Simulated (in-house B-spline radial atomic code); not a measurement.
What moves the levels of neutral chromium ([Ar] 3d5 4s1)? Method: Dirac-Hartree-Fock, average of the jj configuration, Fermi nucleus of rms radius 3.6588 fm. Calculated with a B-spline radial code for spherical atoms.

Baseline run (computed): total energy -1049.6191 hartree, 1s1/2 at -222.1736 hartree, 4s1/2 at -5.7193 eV with <r> = 3.803 bohr.

Changing the nucleus:

```
                                      nucleus    ΔE (eV)
Fermi nucleus of rms radius 3.6452 fm, A = 52  -0.000549
Fermi nucleus of rms radius 3.6511 fm, A = 53  -0.000311
Fermi nucleus of rms radius 3.6885 fm, A = 54    0.00121
```

A larger nucleus binds the electrons less, roughly as the density at the nucleus times the change of the nuclear <r²>. The reference is A = 50.
